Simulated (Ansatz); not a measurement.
Correlation energies of `O[SiH](O)C#C[SiH3]` by basis set

Cartesian coordinates in Å:
```
O -0.798 0.955 2.632
Si -0.452 1.605 1.172
O 0.886 2.542 1.148
C -0.224 0.230 -0.021
C -0.058 -0.689 -0.799
Si 0.179 -2.062 -1.980
H -0.430 0.096 2.845
H -1.575 2.485 0.819
H 1.740 2.119 1.061
H 1.632 -2.307 -2.151
H -0.426 -1.693 -3.282
H -0.474 -3.282 -1.447
```

The species carries charge 0 and has multiplicity 1. The geometry is a stationary point of PBE0-D4/def2-TZVP. It is one conformer, not always the lowest. Frozen core, restricted reference, Ansatz 0.2.0. CBS rows extrapolate triple and quadruple zeta; past MP2 they add the triple-zeta difference.

```tsv
basis	HF (Eh)	MP2 corr.
def2-SVP	-806.51690	-0.80815
def2-TZVPP	-807.01897	-1.01640
def2-QZVPP	-807.04793	-1.09372
cc-pV(D+d)Z	-806.90409	-0.81519
cc-pV(T+d)Z	-807.01832	-1.01932
cc-pV(Q+d)Z	-807.04417	-1.09542
```

(1) Estimate the CCSD correlation energy and the (T) correction in each basis where they were run (hartree).

Answers

(1) 
```json
{"basis": "def2-SVP", "CCSD corr.": "-0.85582", "(T)": "-0.02591"}
{"basis": "def2-TZVPP", "CCSD corr.": "-1.05372", "(T)": "-0.04409"}
{"basis": "CBS(def2)", "CCSD corr.": "-1.18831", "(T)": "as TZ"}
{"basis": "cc-pV(D+d)Z", "CCSD corr.": "-0.86298", "(T)": "-0.02660"}
{"basis": "cc-pV(T+d)Z", "CCSD corr.": "-1.05565", "(T)": "-0.04439"}
{"basis": "CBS(cc)", "CCSD corr.": "-1.18592", "(T)": "as TZ"}
```
